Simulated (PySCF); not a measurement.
## Electronic structure of Ar¹¹⁺ (argon, charge +11) at the PBE level

Configuration: [He] 2s2 2p3, high-spin 4S determinant. Computed with PySCF 2.14 in an uncontracted even-tempered set (20 s from 1.6 bohr⁻², ratio 2.2; 11 p from 2 bohr⁻², ratio 2.2; 6 d from 10 bohr⁻², ratio 2.4; 5 f from 15 bohr⁻², ratio 2.4; 5 g from 22 bohr⁻², ratio 2.4), with the spin-free X2C one-electron Hamiltonian (Gaussian nucleus).

| Quantity | Value |
| --- | --- |
| Total energy | -454.9401 hartree |
| One-electron energy | -523.4089 hartree |
| Hartree (Coulomb) energy | 89.4244 hartree |
| Exchange-correlation energy | -20.9556 hartree |
| ⟨S²⟩ | 3.7502 |
| ⟨L²⟩ | 0.000 |
| Sum of ⟨r⟩ | 1.946 bohr |
| Sum of ⟨r²⟩ | 0.7785 bohr² |
| Time after the integrals | 0.92 s of wall time on 2 threads of Neoverse-N1 (shared host) |

```json
{"shell": "1s α", "electrons": "1", "mean orbital energy (hartree)": "-130.21993", "rms radius, mean of both spins (bohr)": "0.0989"}
{"shell": "1s β", "electrons": "1", "mean orbital energy (hartree)": "-129.87475", "rms radius, mean of both spins (bohr)": "0.0989"}
{"shell": "2s α", "electrons": "1", "mean orbital energy (hartree)": "-23.60537", "rms radius, mean of both spins (bohr)": "0.416"}
{"shell": "2s β", "electrons": "1", "mean orbital energy (hartree)": "-22.93966", "rms radius, mean of both spins (bohr)": "0.416"}
{"shell": "2p α", "electrons": "3", "mean orbital energy (hartree)": "-21.63255", "rms radius, mean of both spins (bohr)": "0.371"}
```

Densities and radii are taken from the X2C orbitals without a picture-change correction, which distorts them close to the nucleus.
